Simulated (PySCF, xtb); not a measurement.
CH₅BFNO, SMILES NB(O)CF. Other conformers were not sampled.

Harmonic wavenumbers (cm⁻¹) from GFN2-xTB (xtb 6.7.1) at its own minimum, in rising order: 70, 187, 355, 386, 444, 492, 548, 568, 750, 825, 850, 962, 1024, 1194, 1238, 1304, 1377, 1441, 1535, 2948, 2961, 3501, 3548, 3623.

### Question
What does PBE0-D3(BJ)/def2-SVP (PySCF) give at its own minimum? (The exact figures need the calculation; the answer reports its results.)

### Answer
99, 211, 384, 401, 428, 473, 513, 613, 785, 876, 887, 998, 1097, 1242, 1276, 1413, 1454, 1464, 1599, 3048, 3101, 3636, 3747, 3925. Paired by order, the mean absolute difference is 70 cm⁻¹ and the zero-point energies are 45.9 and 48.1 kcal/mol.
